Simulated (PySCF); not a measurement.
# Two-component Hartree-Fock for Xe(52+) (xenon, charge +52)

Start: 1s2. Calculated with PySCF 2.14 in an even-tempered Gaussian basis (15 s from 130 bohr⁻², ratio 2.4; 11 p from 170 bohr⁻², ratio 2.4; 3 d from 520 bohr⁻², ratio 2.6; 3 f from 780 bohr⁻², ratio 2.6): generalised Hartree-Fock with the X2C-1e Hamiltonian and a Gaussian nucleus; one run each with spin-orbit coupling (SO) switched off, then screened by Boettger's factors, then bare.

| spinor shell | electrons | ε, spin-free (eV) | ε, screened SO (eV) | ε, bare SO (eV) | weight of nominal j (screened SO) | rms radius, screened SO (bohr) |
| --- | --- | --- | --- | --- | --- | --- |
| 1s1/2 | 2 | -40343.7 | -40343.7 | -40343.7 | 1.000 | 0.0302 |

```json
{"quantity": "E (hartree)", "spin-free": "-3001.88170", "screened SO": "-3001.88170", "bare SO": "-3001.88170"}
{"quantity": "M_J", "spin-free": "0", "screened SO": "0", "bare SO": "0"}
{"quantity": "⟨J²⟩", "spin-free": "0.000", "screened SO": "0.000", "bare SO": "0.000"}
{"quantity": "⟨L²⟩", "spin-free": "0.000", "screened SO": "0.000", "bare SO": "0.000"}
{"quantity": "⟨S²⟩", "spin-free": "0.000", "screened SO": "0.000", "bare SO": "0.000"}
```

Breit and QED terms are absent; they matter most for the inner s and p1/2 levels.

Densities and radii are taken from the X2C orbitals without a picture-change correction, which distorts them close to the nucleus.

Without spin-orbit coupling the j labels of p, d and f shells carry no meaning; the spin-free column gives the mean over the occupied spinors of each nl shell.
